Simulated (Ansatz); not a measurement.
Reaction (atomization): `C#[C][Ge]([F])([F])[F]` → 2 C• + 3 F• + Ge• + H•

Isolated molecules relaxed with PBE0-D4/def2-TZVP in Ansatz; ΔE leaves out vibrations. CBS: MP2 limit from def2 TZ/QZ plus the TZ coupled-cluster correction, frozen cores. This one scheme is used for every species, atoms too. Open shells (•) are unrestricted, without spin–orbit coupling. Spin–orbit coupling would lower the free atoms: a little for C, F; clearly for Ge. Bonds to Ge are less sure, by a few kJ/mol each and by 10 to 20 or more in all where they break to atoms, as the def2 sets lack core-valence functions. Scalar relativity is left out up to krypton.

```csv
species,CCSD/def2-TZVPP energy (Eh)
`C#[C][Ge]([F])([F])[F]`,-2451.52025
C•,-37.77900
F•,-99.62162
Ge•,-2075.50982
H•,-0.49981
```

(1) Work out ΔE.

Largest T1 diagnostic among the species: 0.013.

Answers

(1) ΔE = 3 × (-99.62162) + 2 × (-37.77900) + (-2075.50982) + (-0.49981) − (-2451.52025) = 1.08776 Eh = +2855.9 kJ/mol. CCSD(T)/CBS gives +2999.5 kJ/mol.

From PBE to PBE0 (25 % exact exchange), in def2-TZVPP and without D4, ΔE moves by −109.5 kJ/mol: exact exchange takes away binding that semilocal exchange gives to molecules. At CCSD(T), def2-SVP lies −188.7 kJ/mol from the extrapolated value and def2-TZVPP −72.9 kJ/mol: correlation converges slowly with the basis, and small sets miss more of it in the bonded molecule than in its fragments.

For atomizations the MP2-based limit and the directly extrapolated one differ by several kJ/mol either way, and by 10 to 25 for some Ge, Se and Sn compounds, so smaller differences from it don't rank the levels.
